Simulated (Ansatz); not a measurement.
Stepwise reaction of `C[SiH2][SiH](O)O` with water, as a gas-phase model of exchange steps in deposition or etching. ΔE in kJ/mol.

Program: Ansatz. Geometries: PBE0-D4/def2-TZVP. ΔE: electronic, gas phase. CCSD(T)/CBS adds triple-zeta CCSD(T) − MP2 to the extrapolated MP2 energy (def2 sets, frozen cores). This one scheme is used for every species. DFT in def2-TZVPP. B3LYP here is the variant with VWN-RPA as its local correlation; programs differ in this. Each species was taken in one conformer, which may not be the lowest.

```csv
step,reaction,PBE-D4,B3LYP-D4,ωB97M-V,CCSD(T)/CBS
2,`C[SiH](O)[SiH](O)O` + H₂O → `C[SiH](O)[Si](O)(O)O` + H₂,-98.5,-104.3,-104.6,-100.7
```

Give the row of step 1, `C[SiH2][SiH](O)O` + H₂O → `C[SiH](O)[SiH](O)O` + H₂. (Best estimate.)

The calculation gave: 
| step | reaction | PBE-D4 | B3LYP-D4 | ωB97M-V | CCSD(T)/CBS |
| --- | --- | --- | --- | --- | --- |
| 1 | `C[SiH2][SiH](O)O` + H₂O → `C[SiH](O)[SiH](O)O` + H₂ | -66.4 | -72.7 | -72.5 | -68.4 |

By hand: ΔE of the 2 steps together at CCSD(T)/CBS.

(-68.4) + (-100.7) = -169.1 kJ/mol, or -84.6 kJ/mol a step.

In ΔE each step is lower than the one before. All are downhill at CCSD(T)/CBS. PBE-D4 differs from CCSD(T)/CBS by 2.0 to 2.2 kJ/mol a step. Isolated molecules leave out the surface, adducts and barriers. Largest T1 diagnostic: 0.012.
